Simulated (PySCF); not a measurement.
BCl2, SMILES Cl[B]Cl, multiplicity 2. Atoms are numbered in the order given.

```xyz
3

Cl     0.0000    -1.5325    -0.1017
B      0.0000     0.0000     0.6919
Cl     0.0000     1.5325    -0.1017
```
Charge 0, spin multiplicity 2.

Coordinates come from a r2SCAN-D4/def2-TZVP optimisation. The isomer is the one that the SMILES or the coordinates give; other isomers of the formula were not compared.

These are M06-2X/def2-TZVPD (PySCF) values and carry that method's errors.

Mulliken values depend strongly on the basis, most of all with diffuse functions as here. ESP charges are fitted to the potential on shells at 1.4 to 2.0 van der Waals radii. Atomic charges (e):

```json
[
 {"atom": "Cl1", "ESP fit": "…", "Mulliken": "-0.19", "Mulliken spin": "0.03"},
 {"atom": "B2", "ESP fit": "…", "Mulliken": "0.38", "Mulliken spin": "0.94"},
 {"atom": "Cl3", "ESP fit": "…", "Mulliken": "-0.19", "Mulliken spin": "0.03"}
]
```

**Question.** Fill in the missing entries. (The exact figures need the calculation; the answer reports its results.)

**Answer.** 
- Cl1, ESP fit: 0.00
- B2, ESP fit: -0.01
- Cl3, ESP fit: 0.00
